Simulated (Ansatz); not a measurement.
`[SiH3]OP` and `[SiH3][O][SbH2]` differ in one atom or group.

Ansatz, PBE0-D4/def2-TZVP geometries, multiplicity 1. Each molecule was computed in one conformer, which needn't be the lowest.

Elements past krypton have def2 core potentials.

```json
{"property": "size of the dipole moment (PBE/def2-TZVPP) / D", "`[SiH3]OP`": "0.15"}
{"property": "ideal-gas entropy at 298 K and 1 bar (rigid rotor, harmonic PBE0-D4/def2-TZVP) / J/(mol·K)", "`[SiH3]OP`": "325"}
{"property": "LUMO energy (B3LYP/def2-TZVPP) / eV", "`[SiH3]OP`": "-0.79"}
{"property": "size of the dipole moment (ωB97M-V/def2-TZVPP) / D", "`[SiH3]OP`": "0.15"}
{"property": "HOMO–LUMO gap (ωB97M-V/def2-TZVPP) / eV", "`[SiH3]OP`": "10.75"}
{"property": "HOMO energy (ωB97M-V/def2-TZVPP) / eV", "`[SiH3]OP`": "-9.50"}
```

Question: Give the same properties after the change, and the shifts. (Estimate.)

Answer: The calculation gave: 
```json
{"property": "size of the dipole moment (PBE/def2-TZVPP) / D", "`[SiH3][O][SbH2]`": "1.66", "shift": "1.51"}
{"property": "ideal-gas entropy at 298 K and 1 bar (rigid rotor, harmonic PBE0-D4/def2-TZVP) / J/(mol·K)", "`[SiH3][O][SbH2]`": "354", "shift": "29"}
{"property": "LUMO energy (B3LYP/def2-TZVPP) / eV", "`[SiH3][O][SbH2]`": "-1.64", "shift": "-0.85"}
{"property": "size of the dipole moment (ωB97M-V/def2-TZVPP) / D", "`[SiH3][O][SbH2]`": "1.82", "shift": "1.67"}
{"property": "HOMO–LUMO gap (ωB97M-V/def2-TZVPP) / eV", "`[SiH3][O][SbH2]`": "9.99", "shift": "-0.76"}
{"property": "HOMO energy (ωB97M-V/def2-TZVPP) / eV", "`[SiH3][O][SbH2]`": "-9.66", "shift": "-0.16"}
```

With PBE0 the HOMO falls by 0.26 eV and the LUMO falls by 0.84 eV, so the gap narrows by about 0.58 eV. PBE moves the HOMO by -0.36 eV and ωB97M-V by -0.16 eV. Dipoles are sizes alone; their direction can turn. Modes under 60 cm⁻¹, often nearly free rotors, make the harmonic entropy too high.

B3LYP here is the variant with VWN-RPA as its local correlation; programs differ in this.

Spin–orbit coupling is left out; it splits and shifts lone-pair levels of the heavy atoms by tenths of an eV.
